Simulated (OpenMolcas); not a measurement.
# Levels of In by method

```
Program             : OpenMolcas 26.06
Basis               : ANO-R1 [6s5p3d1f]
Scalar Hamiltonian  : X2C, finite nucleus
Active space        : 3 electrons in 4 orbitals (5s 5p)
State averaging     : 2S+1 = 4 odd, 1 root (0 in the spin-orbit step); 2S+1 = 2 odd, 3 roots; 2S+1 = 4 even, 3 roots; 2S+1 = 2 even, 5 roots (0 in the spin-orbit step)
Spin-orbit coupling : RASSI with atomic mean-field integrals over the reference wave functions, term energies averaged over their components
```

Methods on the same reference wave functions:
A. CASSCF
B. SS-CASPT2, IPEA 0.25 Eh, imaginary shift 0.1 Eh (closed shells correlated: 4d)

Energies in cm⁻¹ above 5s² 5p ²P°_1/2, the measured ground level; measured values from NIST Handbook of Basic Atomic Spectroscopic Data.

| Level | A | B | Measured |
| --- | --- | --- | --- |
| 5s² 5p ²P°_1/2 | 0.0 | 0.0 | 0.0 |
| 5s² 5p ²P°_3/2 | 2049 | 2049 | 2213 |
| 5s 5p² ⁴P_1/2 | 27020 | 32823 | 34978 |
| 5s 5p² ⁴P_3/2 | 27784 | 33587 | 36021 |
| 5s 5p² ⁴P_5/2 | 29058 | 34861 | 37452 |

Deviations, from unrounded energies. A percentage is the sum of absolute deviations over the sum of measured energies, with the sign that they share, or ± where signs differ.

| Against measurement | Levels | A | B |
| --- | --- | --- | --- |
| mean absolute deviation (cm-1) | 4 | 6200 | 1800 |
| fine structure of the ground term (%) | 1 | -7.4 | -7.4 |
| other configurations (%) | 3 | -22.7 | -6.6 |

B lies closest to measurement on these levels. The largest miss of B in the table is 5s 5p² ⁴P_5/2, by -2600 cm-1. The ranking rests on the paired levels alone, and a cruder setting can come out closer through cancelling errors.

The lowest spin-free term lies below A's lowest term by 0.362 hartree in B.

Some high roots are left out of the spin-orbit mixing, which shifts the levels that they would mix with. Terms of s pⁿ other than that of highest spin mix with s² pⁿ⁻² d, which this space lacks; all of them can be thousands of cm-1 off, and some have no real level of that name. Without dynamic correlation excited terms often stand tens of per cent too high (terms of higher spin than the ground term too low), and those without a measured partner can miss by more than the paired ones (holds for A). Measured partners are found by configuration, term and J. A level has none where our copy of the source lacks it or the pairing is in doubt (some pairs that miss far off the trend of their configuration count as doubtful), and it then counts in no deviation. Only configurations of the active space appear.

° marks odd parity.
